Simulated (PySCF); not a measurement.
Vertical excitation energies

Species: C₈H₇ClSi.
SMILES: `Clc1cccc2c1C=C[SiH2]2`

Computed, not measured: TDDFT B3LYP/def2-SVPD, vertical, gas phase, core orbitals frozen in the response (PySCF 2.14.0, density-fitted response routines). Isolated species at its PBE0-D3(BJ)/def2-SVP geometry, gas phase.

| state | λ (nm) | E (eV) | f | symmetry | main configurations (H = HOMO, L = LUMO) |
| --- | --- | --- | --- | --- | --- |
| S1 | 298.9 | 4.15 | 0.086 | A′ | H→L (82%), H→L+1 (9%) |
| S2 | 273.7 | 4.53 | 0.024 | A′ | H-1→L (77%), H→L+1 (11%), H→L (10%) |
| S3 | 235.2 | 5.27 | 0.262 | A′ | H→L+1 (73%), H-1→L (15%) |
| S4 | 219.4 | 5.65 | 0.0008 | – | H-4→L (75%), H-2→L (23%) |
| S5 | 215.0 | 5.77 | 0.0030 | A″ | H-2→L (52%), H→L+2 (33%), H-4→L (12%) |
| S6 | 213.5 | 5.81 | 0.0006 | – | H→L+2 (64%), H-2→L (23%), H-4→L (11%) |
| S7 | 211.9 | 5.85 | 0.201 | A′ | H-1→L+1 (82%) |
| S8 | 205.4 | 6.04 | 0.069 | A′ | H-3→L (58%), H→L+3 (26%), H→L+4 (9%) |
| S9 | 200.7 | 6.18 | 0.0050 | A″ | H→L+4 (66%), H→L+3 (24%) |
| S10 | 198.3 | 6.25 | 0.0053 | A″ | H-1→L+2 (56%), H→L+5 (32%) |

Triplets, Tamm–Dancoff:

```tsv
state	E (eV)	λ (nm)	main configurations (H = HOMO, L = LUMO)
T1	2.95	419.8	H→L (87%)
T2	3.89	319.0	H-1→L (77%), H-1→L+1 (13%)
T3	4.09	303.0	H→L+1 (70%), H-1→L+1 (21%)
T4	4.39	282.5	H-1→L+1 (43%), H→L+1 (22%), H-3→L (12%)
```

The lowest singlet comes at 299 nm (400 kJ/mol) in the ultraviolet; it is of moderate strength; its leading configuration is HOMO→LUMO (82%). The strongest level in the table is S3 at 5.27 eV (235 nm, f = 0.262). Löwdin shares by element: HOMO carbon 59% or more (atoms not listed hold the other 41%); LUMO carbon 56% or more (atoms not listed hold the other 44%). The oscillator strengths of these states sum to 0.657; summed over the whole spectrum of an exact calculation they would give the number of electrons, 86 (Thomas–Reiche–Kuhn). Of the 10 states listed, 5 reach f = 0.01 and none stays under 0.0005. Weighted by f, the mean energy of these states is 5.37 eV. The vertical ionisation energy (ΔSCF) is 8.36 eV, 2.11 eV above S10. Symmetry labels in Cs follow from the direction of the transition dipole and are given only for states with f of 0.002 or more. Only the lowest 10 singlets were computed, as vertical energies without vibronic structure.

Time: 15 min of wall time (with the writing of density and orbital grids); peak memory 1.2 GiB. Hardware: an Intel Xeon at 2.50 GHz with one thread, shared host with 64 logical CPUs at a one-minute load of 44.
